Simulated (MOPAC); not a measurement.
MOPAC input (MNDO):

```
MNDO 1SCF CHARGE=1 GEO-OK AUX(PRECISION=9) THREADS=1
HOSn

O    -0.00000000 1   -0.00000000 1   -1.57305499 1
Sn    0.00000000 1    0.00000000 1    0.30243482 1
H    -0.00000000 1   -0.00000000 1   -2.53730097 1
```

From the last part of the output:

```
                                                       MOPAC v23.2.5 Linux

          FINAL HEAT OF FORMATION =        137.00810 KCAL/MOL =     573.24190 KJ/MOL

          COSMO AREA              =         90.91 SQUARE ANGSTROMS
          COSMO VOLUME            =         77.66 CUBIC ANGSTROMS

          IONIZATION POTENTIAL    =         17.709592 EV
          HOMO LUMO ENERGIES (EV) =        -17.710 -6.090
          NO. OF FILLED LEVELS    =          5
          MOLECULAR WEIGHT        =        135.6973         POINT GROUP:  C*v

          MOLECULAR DIMENSIONS (Angstroms)

            Atom       Atom       Distance
            H     3   Sn     2     2.83974
            H     3   Sn     2     0.00000
            O     1   Sn     2     0.00000

          SCF CALCULATIONS        =          1

   ATOM   CHEMICAL          X               Y               Z
  NUMBER   SYMBOL      (ANGSTROMS)     (ANGSTROMS)     (ANGSTROMS)

     1       O         -0.00000000  *  -0.00000000  *  -1.57305499  *
     2      Sn          0.00000000  *   0.00000000  *   0.30243482  *
     3       H         -0.00000000  *  -0.00000000  *  -2.53730097  *

                             CARTESIAN COORDINATES

   1    O       -0.000000000    -0.000000000    -1.573054990
   2   Sn        0.000000000     0.000000000     0.302434820
   3    H       -0.000000000    -0.000000000    -2.537300970

           Empirical Formula: H O Sn  =     3 atoms

      MOLECULAR POINT GROUP   :   C*v

                  EIGENVALUES
 -43.89968 -25.62139 -20.59247 -17.70959 -17.70959  -6.09008  -6.09008  -3.60470
   1.96606

              NET ATOMIC CHARGES AND DIPOLE CONTRIBUTIONS

  ATOM NO.   TYPE          CHARGE      No. of ELECS.   s-Pop       p-Pop
    1          O          -0.633388        6.6334     1.73892     4.89447
    2         Sn           1.318797        2.6812     1.94539     0.73581
    3          H           0.314591        0.6854     0.68541
 DIPOLE           X         Y         Z       TOTAL
 POINT-CHG.     0.000     0.000     2.578     2.578
 HYBRID         0.000     0.000    -2.606     2.606
 SUM            0.000     0.000    -0.028     0.028

          ATOMIC ORBITAL ELECTRON POPULATIONS

     Atom    s        px        py        pz
    1  O   1.73892   1.82648   1.82648   1.24150
    2 Sn   1.94539   0.17352   0.17352   0.38878
    3  H   0.68541

 **********************
 *                    *
 * JOB ENDED NORMALLY *
 *                    *
 **********************

 == MOPAC DONE ==
```

The dipole moment of an ion depends on the origin.

The geometry given is a B3LYP-D3(BJ)/def2-TZVP minimum.
